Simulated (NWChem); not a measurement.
Program: NWChem. System: H4Al2F2, charge 0, spin multiplicity 1, at a geometry optimised with B3LYP/def2-SVP. The structure started from a generated list of species. Level: TD-B3LYP/6-31+G* (spherical d), VWN1-RPA local correlation.

NWChem printed:

```
             Northwest Computational Chemistry Package (NWChem) 7.3.0
             --------------------------------------------------------

                                NWChem Input Module
                                -------------------

 Scaling coordinates for geometry "geometry" by  1.889725989
 (inverse scale =  0.529177249)

 Turning off AUTOSYM since
 SYMMETRY directive was detected!

                             Geometry "geometry" -> ""
                             -------------------------

 Output coordinates in angstroms (scale by  1.889725989 to convert to a.u.)

  No.       Tag          Charge          X              Y              Z
 ---- ---------------- ---------- -------------- -------------- --------------
    1 Al                  13.0000     0.00000000     0.00000000    -1.42492000
    2 Al                  13.0000     0.00000000     0.00000000     1.42492000
    3 F                    9.0000    -1.18151600     0.00000000     0.00000000
    4 H                    1.0000     0.00000000     1.41462200    -2.11192500
    5 H                    1.0000     0.00000000    -1.41462200    -2.11192500
    6 F                    9.0000     1.18151600     0.00000000     0.00000000
    7 H                    1.0000     0.00000000     1.41462200     2.11192500
    8 H                    1.0000     0.00000000    -1.41462200     2.11192500

 Effective nuclear repulsion energy (a.u.)     222.4586335969

            Nuclear Dipole moment (a.u.)
            ----------------------------
        X                 Y               Z
 ---------------- ---------------- ----------------
     0.0000000000     0.0000000000     0.0000000000

      Symmetry information
      --------------------

 Group name             D2h
 Group number             26
 Group order               8
 No. of unique centers     3

      Symmetry unique atoms

     1    3    4


 Summary of "ao basis" -> "" (spherical)
 ------------------------------------------------------------------------------
       Tag                 Description            Shells   Functions and Types
 ---------------- ------------------------------  ------  ---------------------
 *                          6-31+g*                   on all atoms

                                 NWChem DFT Module
                                 -----------------

 Summary of "ao basis" -> "ao basis" (spherical)
 ------------------------------------------------------------------------------
       Tag                 Description            Shells   Functions and Types
 ---------------- ------------------------------  ------  ---------------------
 Al                         6-31+g*                 10       22   5s4p1d
 F                          6-31+g*                  8       18   4s3p1d
 H                          6-31+g*                  2        2   2s

 Summary of "ao basis" -> "ao basis" (spherical)
 ------------------------------------------------------------------------------
       Tag                 Description            Shells   Functions and Types
 ---------------- ------------------------------  ------  ---------------------
 Al                         6-31+g*                 10       22   5s4p1d
 F                          6-31+g*                  8       18   4s3p1d
 H                          6-31+g*                  2        2   2s

      Symmetry analysis of basis
      --------------------------

        ag         22
        au          2
        b1g         5
        b1u        17
        b2g         9
        b2u        11
        b3g         8
        b3u        14

            General Information
            -------------------
          SCF calculation type: DFT
          Wavefunction type:  closed shell.
          No. of atoms     :     8
          No. of electrons :    48
           Alpha electrons :    24
            Beta electrons :    24
          Charge           :     0
          Spin multiplicity:     1
          Use of symmetry is: off; symmetry adaption is: on
          Maximum number of iterations: 100
          AO basis - number of functions:    88
                     number of shells:    44
          Convergence on energy requested:  1.00D-06
          Convergence on density requested:  1.00D-05
[...]
    5    1   23   26 b3g      -0.318    -0.006     8.481
    6    1   23   27 b1g      -0.318    -0.005     8.511
--------------------------------------------------------

  Entering Davidson iterations
  Restricted singlet excited states

  Iter   NTrls   NConv    DeltaV     DeltaE      Time
  ----  ------  ------  ---------  ---------  ---------
    1      6       0     0.56E-01   0.10+100       16.4
    2     18       0     0.14E-01   0.20E-02       25.7
    3     30       0     0.55E-02   0.12E-03       25.9
    4     42       0     0.24E-02   0.20E-04       25.1
    5     54       3     0.13E-02   0.25E-05       26.1
    6     60       4     0.47E-03   0.73E-06       16.4
    7     64       4     0.17E-03   0.10E-06       14.3
    8     68       6     0.84E-04   0.15E-07       14.9
  ----  ------  ------  ---------  ---------  ---------
  Convergence criterion met

  Ground state ag       -687.150256514366 a.u.

  ----------------------------------------------------------------------------
  Root   1 singlet b1g            0.236992293 a.u.                6.4489 eV
  ----------------------------------------------------------------------------
     Transition Moments    X -0.00000   Y -0.00000   Z -0.00000
     Transition Moments   XX  0.00000  XY  2.44616  XZ -0.00000
     Transition Moments   YY -0.00000  YZ -0.00000  ZZ  0.00000
     Dipole Oscillator Strength                    0.0000000000
     Electric Quadrupole                           0.0000004241
     Magnetic Dipole                               0.0000051467
     Total Oscillator Strength                     0.0000055709

          sigma_e =   2.8603 Angstrom
          sigma_h =   2.5205 Angstrom
         |d_h->e| =   0.0000 Angstrom
            d_exc =   3.4422 Angstrom
            d_CD1 =   0.3399 Angstrom
            d_CD2 =  -2.6904 Angstrom
            d_CD3 =   3.4422 Angstrom
     Pearson C.C. =   0.1863

     Occ.   23  b3g ---  Virt.   27  b2g -0.19210 X
     Occ.   24  b2u ---  Virt.   25  b3u -0.97954 X
  ----------------------------------------------------------------------------
  Root   2 singlet au             0.242565292 a.u.                6.6005 eV
  ----------------------------------------------------------------------------
     Transition Moments    X -0.00000   Y -0.00000   Z -0.00000
     Transition Moments   XX -0.00000  XY  0.00000  XZ  0.00000
     Transition Moments   YY -0.00000  YZ  0.00000  ZZ  0.00000
     Dipole Oscillator Strength                    0.0000000000
     Electric Quadrupole                           0.0000000000
     Magnetic Dipole                               0.0000000000
     Total Oscillator Strength                     0.0000000000

          sigma_e =   2.8716 Angstrom
          sigma_h =   2.5497 Angstrom
         |d_h->e| =   0.0000 Angstrom
            d_exc =   3.3237 Angstrom
            d_CD1 =   0.3219 Angstrom
            d_CD2 =  -2.7106 Angstrom
            d_CD3 =   3.3237 Angstrom
     Pearson C.C. =   0.2527

     Occ.   23  b3g ---  Virt.   25  b3u  0.96238 X
     Occ.   24  b2u ---  Virt.   27  b2g  0.26536 X
  ----------------------------------------------------------------------------
  Root   3 singlet b2u            0.272276766 a.u.                7.4090 eV
  ----------------------------------------------------------------------------
     Transition Moments    X  0.00000   Y  0.40282   Z  0.00000
     Transition Moments   XX  0.00000  XY -0.00000  XZ -0.00000
     Transition Moments   YY  0.00000  YZ -0.00000  ZZ  0.00000
     Dipole Oscillator Strength                    0.0294532720
     Electric Quadrupole                           0.0000000000
     Magnetic Dipole                               0.0000000000
     Total Oscillator Strength                     0.0294532720

          sigma_e =   2.9536 Angstrom
          sigma_h =   2.5106 Angstrom
         |d_h->e| =   0.0000 Angstrom
            d_exc =   3.6556 Angstrom
            d_CD1 =   0.4430 Angstrom
            d_CD2 =  -2.7321 Angstrom
            d_CD3 =   3.6556 Angstrom
     Pearson C.C. =   0.1122

     Occ.   23  b3g ---  Virt.   29  b1u -0.10023 X
     Occ.   24  b2u ---  Virt.   26  ag  -0.99108 X
  ----------------------------------------------------------------------------
  Root   4 singlet b3g            0.276262648 a.u.                7.5175 eV
  ----------------------------------------------------------------------------
     Transition Moments    X  0.00000   Y -0.00000   Z  0.00000
     Transition Moments   XX  0.00000  XY -0.00000  XZ -0.00000
     Transition Moments   YY  0.00000  YZ  0.30982  ZZ -0.00000
     Dipole Oscillator Strength                    0.0000000000
     Electric Quadrupole                           0.0000000108
     Magnetic Dipole                               0.0000126069
     Total Oscillator Strength                     0.0000126177

          sigma_e =   2.9609 Angstrom
          sigma_h =   2.5502 Angstrom
         |d_h->e| =   0.0000 Angstrom
            d_exc =   3.5445 Angstrom
            d_CD1 =   0.4106 Angstrom
            d_CD2 =  -2.7555 Angstrom
            d_CD3 =   3.5445 Angstrom
     Pearson C.C. =   0.1792

     Occ.   23  b3g ---  Virt.   26  ag  -0.98249 X
     Occ.   24  b2u ---  Virt.   29  b1u -0.14675 X
     Occ.   24  b2u ---  Virt.   32  b1u -0.09495 X
  ----------------------------------------------------------------------------
  Root   5 singlet au             0.276287860 a.u.                7.5182 eV
  ----------------------------------------------------------------------------
     Transition Moments    X -0.00000   Y -0.00000   Z -0.00000
     Transition Moments   XX -0.00000  XY -0.00000  XZ  0.00000
     Transition Moments   YY -0.00000  YZ  0.00000  ZZ -0.00000
     Dipole Oscillator Strength                    0.0000000000
     Electric Quadrupole                           0.0000000000
     Magnetic Dipole                               0.0000000000
     Total Oscillator Strength                     0.0000000000

          sigma_e =   3.1499 Angstrom
          sigma_h =   2.5226 Angstrom
         |d_h->e| =   0.0000 Angstrom
            d_exc =   4.4704 Angstrom
            d_CD1 =   0.6272 Angstrom
            d_CD2 =  -2.8362 Angstrom
            d_CD3 =   4.4704 Angstrom
     Pearson C.C. =  -0.2328

     Occ.   23  b3g ---  Virt.   25  b3u -0.26752 X
     Occ.   24  b2u ---  Virt.   27  b2g  0.96200 X
  ----------------------------------------------------------------------------
  Root   6 singlet b1g            0.282089420 a.u.                7.6760 eV
  ----------------------------------------------------------------------------
     Transition Moments    X  0.00000   Y -0.00000   Z  0.00000
     Transition Moments   XX  0.00000  XY -1.82443  XZ -0.00000
     Transition Moments   YY  0.00000  YZ  0.00000  ZZ  0.00000
     Dipole Oscillator Strength                    0.0000000000
     Electric Quadrupole                           0.0000003979
     Magnetic Dipole                               0.0000021619
     Total Oscillator Strength                     0.0000025597

          sigma_e =   3.1661 Angstrom
          sigma_h =   2.5494 Angstrom
         |d_h->e| =   0.0000 Angstrom
            d_exc =   4.3890 Angstrom
            d_CD1 =   0.6166 Angstrom
            d_CD2 =  -2.8577 Angstrom
            d_CD3 =   4.3890 Angstrom
     Pearson C.C. =  -0.1697

     Occ.   23  b3g ---  Virt.   27  b2g  0.97931 X
     Occ.   24  b2u ---  Virt.   25  b3u -0.19447 X

              Target root =      1
          Target symmetry = none
      Ground state energy =   -687.150256514366
        Excitation energy =      0.236992292848
     Excited state energy =   -686.913264221518

  stored tddft:energy   -686.91326422151792

 Task  times  cpu:      174.9s     wall:      174.9s

 Total times  cpu:      175.0s     wall:      175.0s
```

Question: Write an NWChem input that would produce this output.

Answer: One answer among several that fit: 
```
start mol
memory heap 200 mb stack 900 mb global 1100 mb
geometry units angstroms nocenter noautoz
  Al     0.000000     0.000000    -1.424920
  Al     0.000000     0.000000     1.424920
  F     -1.181516     0.000000     0.000000
  H      0.000000     1.414622    -2.111925
  H      0.000000    -1.414622    -2.111925
  F      1.181516     0.000000     0.000000
  H      0.000000     1.414622     2.111925
  H      0.000000    -1.414622     2.111925
  symmetry group D2h
end
basis spherical
  * library 6-31+g*
end
dft
  xc b3lyp
  semidirect memsize 60000000 filesize 0
  iterations 100
end
tddft
  rpa
  nroots 6
  notriplet
  thresh 1e-4
end
task tddft energy
```
